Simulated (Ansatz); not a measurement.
`C=CCC[SiH3]` and `CC[SiH3]` differ in one atom or group.

Ansatz, PBE0-D4/def2-TZVP geometries, multiplicity 1. Each molecule was computed in one conformer, which needn't be the lowest.

| property | `C=CCC[SiH3]` |
| --- | --- |
| HOMO–LUMO gap (B3LYP/def2-TZVPP) / eV | 7.17 |
| size of the dipole moment (B3LYP/def2-TZVPP) / D | 0.97 |
| HOMO energy (PBE/def2-TZVPP) / eV | -6.38 |
| HOMO energy (PBE0/def2-TZVPP) / eV | -7.50 |
| LUMO energy (ωB97M-V/def2-TZVPP) / eV | 2.02 |
| HOMO energy (ωB97M-V/def2-TZVPP) / eV | -9.75 |

(1) What does the change do to each property? (Best estimate.)

Results:

(1) Ansatz gave: 
| property | `CC[SiH3]` | shift |
| --- | --- | --- |
| HOMO–LUMO gap (B3LYP/def2-TZVPP) / eV | 8.76 | 1.59 |
| size of the dipole moment (B3LYP/def2-TZVPP) / D | 0.89 | -0.08 |
| HOMO energy (PBE/def2-TZVPP) / eV | -7.24 | -0.86 |
| HOMO energy (PBE0/def2-TZVPP) / eV | -8.52 | -1.02 |
| LUMO energy (ωB97M-V/def2-TZVPP) / eV | 2.19 | 0.17 |
| HOMO energy (ωB97M-V/def2-TZVPP) / eV | -10.77 | -1.02 |

With PBE0 the HOMO falls by 1.02 eV and the LUMO rises by 0.56 eV, so the gap widens by about 1.58 eV. PBE moves the HOMO by -0.86 eV and ωB97M-V by -1.02 eV. Dipoles are sizes alone; their direction can turn.

B3LYP here is the variant with VWN-RPA as its local correlation; programs differ in this.
